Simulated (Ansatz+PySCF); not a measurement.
Two shapes of singlet ZnCl2.

Shape 1:

```xyz
3

Cl    0.0000    0.0000   -2.0970
Zn    0.0000    0.0000    0.0000
Cl    0.0000    0.0000    2.0970
```

Shape 2:

```xyz
3

Cl   -0.0345    0.0206   -2.1268
Zn    0.0197    0.0455    0.0068
Cl   -0.0264   -0.0423    2.0940
```

Basis set: def2-SVP (spherical functions). Left uncorrelated: 15 orbitals. Charge 0, multiplicity 1.

Computed with Ansatz (development build ahead of 0.2.0); each method stands on the lowest determinant of its kind that the runs found.

Problem. Which shape is lower in energy, and by how much in each method?

Solution.

| method | E(2) − E(1) (eV) |
| --- | --- |
| RHF-MP2 | 0.014 |
| UHF-MP2 | 0.014 |
| RHF-CCSD(T) | 0.009 |
| PBE0 (unrestricted) | 0.014 |
| r²SCAN (unrestricted) | 0.018 |

Shape 1 is lower.
